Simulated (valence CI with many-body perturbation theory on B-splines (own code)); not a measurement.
Values are calculated unless marked as measured or tabulated.
## Run record, Ni13+

Level of theory: relativistic CI+MBPT: five valence electrons over a frozen Dirac-Fock core [Ne], radial functions for each j: 6 s, 6 p, 5 d, 3 f, 1 g, with the one-electron correlation potential Σ1 (screened to all orders), the two-electron term Σ2, the three-electron term Σ3, Breit, model QED; selected single and double excitations, second order for the rest, scaled by the run's own slope (own B-spline code, finite nucleus).

Command, and the settings that its task file holds:

```sh
python run_cv.py task.json out
```

```
atom Ni  Z=28  mass_number=58  rms_radius_fm=3.7757
core [Ne]
valence 3s2 3p3
avg = 1
basis = S
breit = 1
cap = 10000
capref = 1200
cscale = 1
de = 0.0
dress = 0
eps = 2e-08
extrap = 1
h = 0.27
hh = 1
l2 = 3
lcore = 6
maxit = 60
n2 = 5
natural = 1
nlev = 21
nno = [3, 3, 3, 2, 1]
nroot = 26
nsp = [3, 3, 2, 1, 0]
pt2 = 1
qed = 1
rpa = 1
s1 = 1
s2 = 1
s3 = 1
screen = 1
tol = 0.03
whole = 1
```

It took 26 s on 1 thread of Arm Neoverse V1, with other jobs on the host.

Log. The first blocks belong to the next ion, which gives the ionisation energy. Fields: 2J, parity (1 odd), roots, reference size, generating configurations, candidates as configurations/state functions, variational space P, stored matrix elements, Davidson steps; e2 is the range of second-order energies in hartree. The first line gives the box (bohr), its intervals, the orbitals and the steps of their self-consistent field. Window is the range of levels sought, series limit the energy at which the first omitted orbital would enter, core excitation an estimate of the first excitation out of the core, left out the lowest levels not solved, and shifts from estimates the range by which levels moved from their first estimate, all in cm⁻¹.

```
rmax 6.0 intervals 61 orbitals 36 references ['3s2 3p3', '3s 3p4', '3s2 3p2 3d', '3p5', '3s 3p3 3d'] scf 6 t 1.0
2J=0 par=0 roots 2 ref 26 generators 9 cand 700/969 P 722/995 nnz 0 it 0
2J=0 par=0 roots 2 ref 26 generators 16 cand 1996/3270 P 2718/4265 nnz 1.3e+06 it 2
   second order: generators 36 cand 6446/12102 e2 -0.00003 -0.00002
2J=2 par=0 roots 2 ref 45 generators 10 cand 376/942 P 399/987 nnz 0 it 0
2J=2 par=0 roots 2 ref 45 generators 19 cand 1171/3929 P 1570/4916 nnz 2.6e+06 it 2
   second order: generators 47 cand 9838/41991 e2 -0.00060 -0.00019
2J=4 par=0 roots 2 ref 65 generators 11 cand 372/917 P 401/982 nnz 0 it 0
2J=4 par=0 roots 2 ref 65 generators 22 cand 1085/3989 P 1486/4971 nnz 3e+06 it 2
   second order: generators 40 cand 9050/52069 e2 -0.00031 -0.00025
reference levels 567, estimated 48, window 520186 1/cm; series limit 2486044, core excitation 6990205
2J=3 par=1 roots 4 ref 66 generators 16 cand 223/985 P 959/3534 nnz 1.6e+06 it 2
2J=3 par=1 roots 4 ref 66 generators 30 cand 1031/6332 P 1990/9866 nnz 9.2e+06 it 2
   second order: generators 57 cand 19560/252315 e2 -0.00361 -0.00064
2J=5 par=1 roots 2 ref 65 generators 11 cand 217/1003 P 834/3531 nnz 1.7e+06 it 2
2J=5 par=1 roots 2 ref 65 generators 20 cand 934/6428 P 1768/9959 nnz 9.8e+06 it 2
   second order: generators 40 cand 17233/282231 e2 -0.00340 -0.00139
2J=1 par=1 roots 2 ref 41 generators 12 cand 236/984 P 1162/3525 nnz 1.3e+06 it 2
2J=1 par=1 roots 2 ref 41 generators 24 cand 1605/6462 P 2767/9987 nnz 7.5e+06 it 2
   second order: generators 38 cand 15524/124848 e2 -0.00067 -0.00051
2J=5 par=0 roots 6 ref 76 generators 22 cand 195/868 P 819/3351 nnz 1.3e+06 it 2
2J=5 par=0 roots 6 ref 76 generators 32 cand 975/6613 P 1794/9964 nnz 9.2e+06 it 3
   second order: generators 68 cand 20544/346124 e2 -0.00503 -0.00230
2J=3 par=0 roots 6 ref 74 generators 20 cand 236/1016 P 925/3589 nnz 1.4e+06 it 2
2J=3 par=0 roots 6 ref 74 generators 35 cand 1054/6383 P 1979/9972 nnz 8.4e+06 it 2
   second order: generators 61 cand 20423/258515 e2 -0.00435 -0.00155
2J=1 par=0 roots 5 ref 47 generators 19 cand 266/1005 P 1221/3542 nnz 1.2e+06 it 2
2J=1 par=0 roots 5 ref 47 generators 28 cand 1590/6440 P 2811/9982 nnz 7.3e+06 it 3
   second order: generators 59 cand 17851/135238 e2 -0.00171 -0.00049
2J=7 par=0 roots 4 ref 54 generators 14 cand 233/1021 P 880/3573 nnz 1.5e+06 it 2
2J=7 par=0 roots 4 ref 54 generators 31 cand 861/6387 P 1741/9960 nnz 9.4e+06 it 2
   second order: generators 52 cand 18474/332051 e2 -0.00377 -0.00325
2J=9 par=0 roots 2 ref 34 generators 9 cand 159/1021 P 971/3637 nnz 1.6e+06 it 2
2J=9 par=0 roots 2 ref 34 generators 23 cand 925/6241 P 1896/9878 nnz 9.1e+06 it 2
   second order: generators 41 cand 16453/285137 e2 -0.00243 -0.00208
left out: unestimated 775019, estimated 589995, shifts from estimates -23 to 96
operators 0.6
```

The Davidson iterations converged. The settings are bad on purpose, so the numbers may not be properties of the ion.

No measured levels were compared; by estimate levels of excited configurations hold to 0.05 to 0.15 % of their energy, terms of the ground configuration to about 0.5 %. Among the levels kept, up to 1100 cm⁻¹ of a level comes from second order outside the variational space, and about a tenth of that is noise between levels of different J, which matters for small intervals.

| Property | Result |
| --- | --- |
| Valence energy | -94.17113 hartree |
| Ionisation energy | 424.87 eV (NIST: 429.3 ± 0.8 eV (semi-empirical)) |
| Reference configurations for the orbitals | 3s2 3p3, 3s 3p4, 3s2 3p2 3d, 3p5, 3s 3p3 3d |
| Radial orbitals | 36 |
| Box radius | 6.021 bohr |
| Largest variational space | 9987 |
| Lowest levels | 3s2 3p3 4S°_3/2 0.000, 3s2 3p3 2D°_3/2 5.732, 3s2 3p3 2D°_5/2 6.699, 3s2 3p3 2P°_1/2 10.629, 3s2 3p3 2P°_3/2 12.054, 3s 3p4 4P_5/2 39.221, 3s 3p4 4P_3/2 41.017, 3s 3p4 4P_1/2 41.750, 3s 3p4 2D_3/2 48.636, 3s 3p4 2D_5/2 49.087, 3s2 3p2 3d 2P_3/2 55.562, 3s 3p4 2S_1/2 [a] 56.217, 3s 3p4 2S_1/2 [b] 59.091, 3s2 3p2 3d 4F_3/2 60.218 eV |

Names give the largest LS component (configuration and term), which can be under half, so a name can repeat, a term be missing and a line seem to break the LS rules; names also repeat where a configuration has a term twice. Letters in brackets count levels of one name in rising energy.
